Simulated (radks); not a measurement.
All-electron atom: Ca V in [Ne] 3s2 3p4. All-electron calculation, non-relativistic Kohn-Sham, PBE, spin-unpolarised, spherical densities, point nucleus. Program: a radial shooting solver on a logarithmic mesh with Libxc functionals.

Normalised radial functions P(r) = r R(r), r in bohr:

r              3s
0.006377   0.1072
0.008042   0.1306
0.01014    0.1576
0.01279    0.1879
0.01613    0.2205
0.02034    0.2534
0.02565    0.2832
0.03261    0.3052
0.04113    0.3102
0.05186    0.2897
0.06541    0.2336
0.08249    0.1335
0.104     -0.0125
0.1312    -0.1935
0.1668    -0.3862
0.2103    -0.5262
0.2652    -0.5569
0.3345    -0.4247
0.4218    -0.1168
0.532      0.3120
0.6709     0.7400
0.8529     1.0269
1.076      1.0479
1.356      0.8327
1.711      0.5125
2.157      0.2383
2.721      0.0794
3.431      0.0175

3s: eigenvalue -96.978 eV, 2 radial nodes at r = 0.102, 0.451 bohr, <r> = 1.10 bohr, 90 % of the charge inside 1.63 bohr.
